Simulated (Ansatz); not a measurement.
Ansatz results at the PBE0-D4/def2-TZVP geometry: size of the dipole moment (PBE/def2-TZVPP) 2.68 D; LUMO energy (ωB97M-V/def2-TZVPP) -0.21 eV; HOMO–LUMO gap (PBE/def2-TZVPP) 3.64 eV.

**Question.** Which molecule gave them?
A. `[CH3][In]([I])[I]`
B. `[SH][In]([Br])[Br]`
C. `[CH3][In]([CH3])[CH3]`
D. `[CH3][In]([F])[C]#N`

**Answer.** A. The others give `[CH3][In]([CH3])[CH3]`: 0.01, 0.48, 4.28; `[CH3][In]([F])[C]#N`: 5.04, -0.54, 4.88; `[SH][In]([Br])[Br]`: 1.32, -0.68, 3.57.
